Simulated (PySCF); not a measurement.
Precursor series Zn F-Br. All species are isolated molecules in the gas phase.

The HOMO from two functionals at the same geometries (TPSS-D3(BJ)/def2-SVP), both in PySCF: PBE-D3(BJ)/def2-TZVP and B3LYP-D3(BJ)/def2-TZVP. B3LYP has the VWN-RPA correlation part, as in Gaussian. 

```tsv
species	PBE-D3(BJ)/def2-TZVP (eV)	B3LYP-D3(BJ)/def2-TZVP (eV)
0 of 2 F replaced by Br ([Zn(F)2])	-8.58	-10.29
1 of 2 F replaced by Br ([Zn(F)(Br)])	-7.58	-8.61
2 of 2 F replaced by Br	-7.31	-8.30
```

Over these rows, drawn at random from the members with no instability flagged (it was tested for open shells, ions and some series alone), PBE minus B3LYP-D3(BJ): mean +1.24 eV, from +0.99 eV to +1.71 eV.
